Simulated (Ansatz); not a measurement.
Frontier orbitals of FH6NSi3, SMILES `F[SiH]1N[SiH2][SiH2]1`.

Charge 0, multiplicity 1. The structure was optimised at the PBE0-D4/def2-TZVP level. Basis def2-TZVPP, Ansatz.

Orbital energies of one run (eV). Highest occupied ones, from the top: -9.60, -10.46, -11.25, -12.31, -12.48, -13.14, -14.00, -14.97, -15.27, -16.13, -16.75, -18.14, -19.37, -26.78. Empty: 1.40, 1.59, 2.05, 2.85, 3.28, 3.59.

Task: Which functional gave them?
A. r2SCAN0
B. CAM-B3LYP
C. HSE06 (plane-wave form)
D. ωB97X-V

Result: D. HOMO energies: ωB97X-V -9.60, CAM-B3LYP -8.64, HSE06 -7.02, r2SCAN0 -7.55 eV.
